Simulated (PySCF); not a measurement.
Isomers of C3H8Si, one GFN2-xTB conformer each. Single-point energies are computed at PBE0/pcSseg-1 (PySCF, gas phase, no added dispersion term), electronic only.

| SMILES | GFN2-xTB relative energy (kJ/mol) |
| --- | --- |
| C1C[SiH2]C1 | 0.0 |
| C=C(C)[SiH3] | 14.1 |
| C[SiH]1CC1 | 98.2 |

What does PBE0/pcSseg-1 give for the same structures?

| SMILES | PBE0/pcSseg-1 E (Eh) | PBE0/pcSseg-1 (kJ/mol) | GFN2-xTB (kJ/mol) | point group |
| --- | --- | --- | --- | --- |
| C1C[SiH2]C1 | -408.30102 | 0.0 | 0.0 | Cs |
| C[SiH]1CC1 | -408.29618 | 12.7 | 98.2 | Cs |
| C=C(C)[SiH3] | -408.29372 | 19.2 | 14.1 | Cs |

Both levels put the same isomer lowest; measured from each level's own lowest isomer, the values differ by up to 85.5 kJ/mol (C[SiH]1CC1: 98.2 against 12.7). As drawn, the lowest has a four-membered ring, which the highest lacks; the highest has a C=C bond outside aromatic rings, which the lowest lacks. Neighbours under 10 kJ/mol apart (C[SiH]1CC1 and C=C(C)[SiH3]) can change places with a better method, another conformer or zero-point energy.

Which frontier levels, dipoles and rotational constants go with these structures?

```json
{"SMILES": "C1C[SiH2]C1", "HOMO (eV, PBE0/pcSseg-1)": "-7.91", "LUMO (eV)": "0.45", "dipole (D)": "0.16", "A, B, C (MHz)": "9241, 5941, 4068"}
{"SMILES": "C[SiH]1CC1", "HOMO (eV, PBE0/pcSseg-1)": "-6.62", "LUMO (eV)": "0.98", "dipole (D)": "0.76", "A, B, C (MHz)": "11739, 3847, 3821"}
{"SMILES": "C=C(C)[SiH3]", "HOMO (eV, PBE0/pcSseg-1)": "-7.57", "LUMO (eV)": "-0.04", "dipole (D)": "0.55", "A, B, C (MHz)": "8722, 4258, 3012"}
```
